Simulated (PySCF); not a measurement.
**Ar²⁺ (argon, charge +2): UHF calculation**

Configuration: [Ne] 3s1 3p4 4s1, high-spin 5P determinant (an excited configuration). Calculation: PySCF 2.14, in dyall-av3z (19s12p3d2f, 84 functions); the non-relativistic Hamiltonian (point nucleus).

- Total energy: -523.987439 hartree
- One-electron energy: -703.4125 hartree
- Hartree (Coulomb) energy: 208.6226 hartree
- Exchange energy: -29.1975 hartree
- Kinetic energy: 523.98248 hartree
- ⟨S²⟩: 6.0020
- ⟨L²⟩: 2.023
- Sum of ⟨r⟩: 13.61 bohr
- Sum of ⟨r²⟩: 25.84 bohr²
- Traceless quadrupole moment −½Σ⟨3z² − r²⟩ along its main axis: -0.852 e·bohr²
- Density at the nucleus (Gaussians lack the cusp): 3820 bohr⁻³
- Spin density at the nucleus: 21.4 bohr⁻³
- Langevin diamagnetic susceptibility: -20.5 ×10⁻⁶ cm³/mol

```
shell  electrons  mean orbital energy (hartree)  spread (hartree)  rms radius, mean of both spins (bohr)
 1s α          1                     -120.15392                 0                                 0.0998
 1s β          1                     -120.07820                 0                                 0.0998
 2s α          1                      -13.81945                 0                                  0.448
 2s β          1                      -13.71978                 0                                  0.448
 2p α          3                      -11.07763           0.03312                                  0.417
 2p β          3                      -10.98594           0.03208                                  0.417
 3s α          1                       -2.65849                 0                                   1.37
 3p α          3                       -1.88745           0.08754                                   1.52
 3p β          1                       -1.59610                 0                                   1.52
 4s α          1                       -0.68328                 0                                   3.63
```

The outer electron is Rydberg-like, and this basis confines it to a smaller radius and binds it less than a complete one would.

Spin-orbit constants ζ (cm⁻¹) from the X2C one-electron operator on these orbitals (non-relativistic here): bare nucleus, nucleus screened by l(l+1)(2l+1)/3 electrons, and screened by the Breit-Pauli mean field of the electrons.

| shell | bare | screened nucleus | mean field |
| --- | --- | --- | --- |
| 2p | 12960 | 11520 | 10860 |
| 3p | 1336 | 1188 | 1110 |

To first order the Landé constant is A = -277.6 cm⁻¹, so the lowest level has J = 3 and lies 0.0688 eV below the centre of the term. This holds in LS coupling only.
